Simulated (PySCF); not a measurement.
Mapped SMILES: `[CH2:1]=[C:2]([O:3]/[CH:4]=[CH:5]\[F:6])[C:7]([F:8])([F:9])[F:10]`. Hydrogens are named by the atom that carries them. Ha(C1) is cis to O3; Hb(C1) is trans to O3.

[PySCF: coordinates at the GFN2-xTB level; σ from GIAO-PBE0/pcSseg-1; averaged over atoms made equivalent by symmetry, fast rotation or ring inversion; a single conformation; relativity neglected; in vacuum]

Referencing at the same level of theory: ¹³C and ¹H vs TMS; ¹⁷O vs H2O; ¹⁹F against CFCl3.

| atoms | nucleus | count | Hirshfeld charge | δ (ppm) |
| --- | --- | --- | --- | --- |
| C2 | ¹³C | 1 | 0.04 | ? |
| H(C5) | ¹H | 1 | 0.07 | 6.41 |
| Hb(C1) | ¹H | 1 | 0.05 | ? |
| C1 | ¹³C | 1 | -0.12 | 104.7 |
| H(C4) | ¹H | 1 | 0.07 | 5.98 |
| C4 | ¹³C | 1 | 0.01 | 131.3 |
| F8/F9/F10 | ¹⁹F | 3 | -0.09 | -88.0 |
| O3 | ¹⁷O | 1 | -0.09 | 155.7 |
| C7 | ¹³C | 1 | 0.25 | ? |
| C5 | ¹³C | 1 | 0.02 | 143.0 |
| F6 | ¹⁹F | 1 | -0.07 | ? |
| Ha(C1) | ¹H | 1 | 0.05 | 5.03 |

Q: Fill in the missing shifts.

A: 
- C2: 154.8 ppm, alkene carbon bearing oxygen; an sp2 carbon further deshielded by the attached heteroatom
- C7: 129.0 ppm, CF3 carbon; 3 electronegative neighbours deshield it
- Hb(C1): 5.81 ppm, hydrogen on a β carbon of an enol-ether or enamine type C=C; olefinic region
- F6: -129.1 ppm, vinylic fluorine

Shifts are as computed. Against solution values, carbons near 30 ppm lie about +3 ppm off and those near 130 ppm about +5 ppm. Of 1211 compounds with measured shifts, 218 miss one by over three times the rms of a fit or turn the order of signals round; such compounds aren't used in these exercises. Unscaled 19F shifts against computed CFCl3 carry errors that often reach 10 to 50 ppm. Experimental scales use liquid or dissolved standards, which lie at an offset from isolated H2O (liquid H2O: subtract about 36 ppm).
